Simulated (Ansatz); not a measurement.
Gas-phase electronic energies from Ansatz, PBE0-D4/def2-TZVP geometries. CCSD(T)/CBS is the MP2 limit (def2-TZVPP, def2-QZVPP) plus CCSD(T) − MP2 in def2-TZVPP, frozen cores. This one scheme is used for every species. Functionals use def2-TZVPP. HSE06 is defined as in plane-wave codes. One conformer a species, not always the lowest.

Consider the cleavage of the Al–B bond: `[BH2][AlH][O][SiH3]` + H–F → `[F][AlH][O][SiH3]` + BH₃.

| level | ΔE (kcal/mol) |
| --- | --- |
| PBE0-D4 | -48.8 |
| HSE06-D4 | -48.7 |

Question: What does CCSD(T)/CBS give? (Estimate.)

Answer: The calculation gave: -51.9 kcal/mol. The listed levels differ from it by 3.1, 3.2 kcal/mol.

Largest T1 diagnostic among the species: 0.012.

From PBE to PBE0 (25 % exact exchange), in def2-TZVPP and without D4, ΔE moves by −0.7 kcal/mol. The D4 term adds +0.8 kcal/mol with B3LYP and +0.5 kcal/mol with PBE0; it sums over pairs of atoms, weighted by their polarisabilities, and B3LYP, whose exchange is more repulsive, gets the larger term. At CCSD(T), def2-SVP lies −1.3 kcal/mol from the extrapolated value and def2-TZVPP −0.1 kcal/mol.

B3LYP here is the variant with VWN-RPA as its local correlation; programs differ in this.
